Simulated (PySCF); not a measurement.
A structure optimised at TPSSh-D3(BJ)/def2-SVP, used in a PySCF frequency run:

```
S
F 1 1.5959
F 1 1.5959 2 101.24
F 1 1.6719 2 87.50 3 -86.95
F 1 1.6719 2 87.50 4 173.90
```

**Question.** Write its SMILES, formula and point group.

**Answer.** FS(F)(F)F, F4S, C2v

**Question.** What are its rotational constants (standard atomic weights)?

**Answer.** 6.2948, 3.9430, 3.0907 GHz
